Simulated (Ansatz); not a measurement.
Ansatz (an electronic-structure program) input (BLYP/def2-TZVPD):

Ansatz 0.2 input:
```yaml
crystal:
  periodic: [false, false, false]
  atoms:
    - {symbol: Si, position_ang: [-0.05449996, -0.09918052, 0.12175642]}
    - {symbol: C, position_ang: [1.76215664, -0.22022232, -0.46945102]}
    - {symbol: N, position_ang: [-0.53450731, -0.92096913, 1.46891632]}
    - {symbol: N, position_ang: [-0.96360508, -0.46858378, -1.37060494]}
    - {symbol: N, position_ang: [-0.23270221, 1.67398427, 0.32100221]}
    - {symbol: H, position_ang: [1.93440969, 0.33375051, -1.39922094]}
    - {symbol: H, position_ang: [2.44659739, 0.17146832, 0.29019759]}
    - {symbol: H, position_ang: [2.02797778, -1.26683587, -0.64584595]}
    - {symbol: H, position_ang: [-0.41888595, -1.93037220, 1.46072019]}
    - {symbol: H, position_ang: [-0.97286389, 0.26506498, -2.07069831]}
    - {symbol: H, position_ang: [-1.91822307, -0.73466627, -1.16476670]}
    - {symbol: H, position_ang: [-1.17449598, 1.87599524, 0.64615072]}
    - {symbol: H, position_ang: [0.38124571, 2.00443681, 1.06038461]}
basis:
  gaussian:
    orbitals: def2-TZVPD
hamiltonian:
  xc: {name: BLYP}
total_charge: -1
output: {forces: true}
```

End of the output:

```
integrals: 0.21 GiB planned
1394 factors; their error is unknown
0.38 GiB of the device are held for the grids
1.47 GiB of device memory are held for the factors and their scratch space
mean field: 1.42 GiB planned
mean field evaluation 1: about -13493.2665 eV, gradient 1.1e2 eV
mean field evaluation 2: about -13315.5756 eV, gradient 2.2e2 eV
mean field evaluation 4: about -13517.0203 eV, gradient 2.3e1 eV
mean field evaluation 8: about -13518.2369 eV, gradient 4.1e-1 eV
mean field evaluation 16: about -13518.2017 eV, gradient 6.7e-3 eV
mean field -13518.20169929 eV, -496.7847494826 hartree, gradient 2.6e-5 eV, S^2 0.000000; 0 other end points of the search recorded, 0 dependent functions left out
the calculation of the forces begins
reference -13518.20212982 eV, -496.7847653043 hartree; 25, 25 occupied and 238, 238 virtual orbitals, 1394 factors
Total energy: -13518.20212982 eV, -496.7847653043 hartree
Atom 0 at    -0.054500    -0.099181     0.121756 Å, force     0.224525     0.122539    -0.262512 eV/Å
Atom 1 at     1.762157    -0.220222    -0.469451 Å, force     0.043522    -0.021009     0.025132 eV/Å
Atom 2 at    -0.534507    -0.920969     1.468916 Å, force    -0.207157    -0.057420     0.485930 eV/Å
Atom 3 at    -0.963605    -0.468584    -1.370605 Å, force     0.107749    -0.231057    -0.068472 eV/Å
Atom 4 at    -0.232702     1.673984     0.321002 Å, force     0.054093     0.132250    -0.245567 eV/Å
Atom 5 at     1.934410     0.333751    -1.399221 Å, force     0.051479     0.108064    -0.190861 eV/Å
Atom 6 at     2.446597     0.171468     0.290198 Å, force     0.149293     0.069904     0.136984 eV/Å
Atom 7 at     2.027978    -1.266836    -0.645846 Å, force     0.067494    -0.201132    -0.035546 eV/Å
Atom 8 at    -0.418886    -1.930372     1.460720 Å, force     0.009523    -0.349513     0.068113 eV/Å
Atom 9 at    -0.972864     0.265065    -2.070698 Å, force    -0.032230     0.246240    -0.290623 eV/Å
Atom 10 at    -1.918223    -0.734666    -1.164767 Å, force    -0.351888    -0.115427     0.021361 eV/Å
Atom 11 at    -1.174496     1.875995     0.646151 Å, force    -0.321236     0.126348     0.105846 eV/Å
Atom 12 at     0.381246     2.004437     1.060385 Å, force     0.204832     0.170212     0.250216 eV/Å
Dipole moment:     0.134207     0.363125    -0.525351 e Å
```

It need not be the lowest isomer of its formula. Whether it binds its extra electron was not tested at this geometry.
